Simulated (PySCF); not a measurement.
**How methods differ on the ionisation energy of Ni**

Ni [Ar] 3d8 4s2 (3F) → Ni⁺ [Ar] 3d9 (2D), as a difference of total energies. All numbers are calculated (PySCF 2.14, scalar relativity by spin-free X2C-1e, in x2c-TZVPall). Correlated levels: valence: [Ar] frozen. The calculations carry no spin-orbit coupling.

```
           method  ionisation energy (eV)
              UHF                   8.209
             TPSS                   7.683
           M06-2X                   7.793
    MP2 (valence)                   6.991
SCS-MP2 (valence)                   7.220
```

Question: How much does correlation contribute at MP2 (valence)?

Answer: 6.991 − (8.209) = -1.218 eV, measured against UHF.

The reference lies between the lowest fine-structure levels, while these numbers refer to the centres of the terms.

Errors of the correlated levels include the incompleteness of this basis and the frozen core.

MP2 underrates the near-degeneracy of ns² with np² in the lower species.

For comparison: 7.640 eV (measured; NIST Atomic Spectra Database, ionization energies).
